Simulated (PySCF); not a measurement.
# Telling isomers of C₇H₁₁ClOSi apart by NMR

PySCF calculation with σ from GIAO-PBE0/pcSseg-1 and structure optimised with GFN2-xTB; rapidly exchanging positions averaged, isolated molecule, no relativistic terms, single conformer.

δ = σ(ref) − σ, references computed at the same level: TMS for ¹H (σref 31.72), ¹³C (σref 186.93). Where no couplings were computed, multiplicities follow the n + 1 count of equivalent neighbours, and m marks all less simple cases (inequivalent or close neighbours, rings, F or P nearby). Shifts are as computed. Against solution values, carbons near 30 ppm lie about +3 ppm off and those near 130 ppm about +5 ppm; carbons on Cl a further +6 ppm. Of 1309 compounds with measured shifts, 239 miss one by over three times the rms of a fit or turn the order of signals round; such compounds aren't used in these exercises. Carbons bonded to Cl come out too deshielded.

(1) Tabulate the signals of `C[SiH2]/C=C(\Cl)C(=O)C1CC1`, `C=CO/C=C(\Cl)C(=C)[SiH2]C` and their relative energies.

(2) What is the quickest way to tell C[SiH2]/C=C(\Cl)C(=O)C1CC1 from C=CO/C=C(\Cl)C(=C)[SiH2]C?

## Answers

(1) 
```tsv
SMILES	carbon types	δC	δH	E rel. (kcal/mol)
C[SiH2]/C=C(\Cl)C(=O)C1CC1	2×C 2×CH 2×CH2 1×CH3	199.7, 155.8, 144.1, 18.5, 17.7, -8.5	7.82 (t, 1H), 4.54 (m, 2H), 3.13 (m, 1H), 1.18 (m, 2H), 1.03 (m, 2H), 0.37 (t, 3H)	0.0
C=CO/C=C(\Cl)C(=C)[SiH2]C	2×C 2×CH 2×CH2 1×CH3	156.8, 152.7, 145.0, 127.4, 126.3, 99.0, -1.9	7.04 (s, 1H), 6.68 (m, 1H), 6.04 (br s, 1H), 5.44 (br s, 1H), 5.06 (m, 1H), 4.60 (m, 1H), 4.48 (q, 2H), 0.44 (t, 3H)	25.6
```

Energies are electronic energies at PBE0/pcSseg-1 on these geometries, without zero-point or thermal terms, each for the one conformer computed, which needn't be the lowest.

(2) Count the carbon signals: 6 against 7. The first has a three-membered-ring carbon (CH) at 18.5 ppm, the second a terminal =CH2 carbon at 126.3 ppm. Their most deshielded carbons lie at 199.7 and 156.8 ppm. In the proton spectra the most deshielded non-exchanging signals are 7.82 (t, 1H) and 7.04 (s, 1H).
